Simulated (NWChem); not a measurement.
System: CrNH3S2O; SMILES [NH]=[Cr]([OH])(=[S])[SH]

```xyz
8

Cr    -0.2982     0.1426    -0.0437
N     -0.9396     0.1582    -1.5094
H     -0.8426     0.5281    -2.4579
S      1.1628     1.4786     0.1190
O     -1.5368     0.3887     1.1663
H     -2.4466     0.3377     0.8280
S      0.6797    -1.8510     0.1652
H     -0.1607    -2.5467    -0.6332
```
Atoms are numbered in this order, from 1.

Results from NWChem. Structure relaxed at the B3LYP/6-31G* (spherical d) level. No frequency run checked for a minimum.

Predict the results for PBE0/aug-cc-pVDZ. Quantities: highest occupied level (eV); orbital gap (eV); dipole (D).

The highest occupied level (eV) is -7.34, the orbital gap (eV) comes out as 3.68 and the dipole (D) is 3.34.
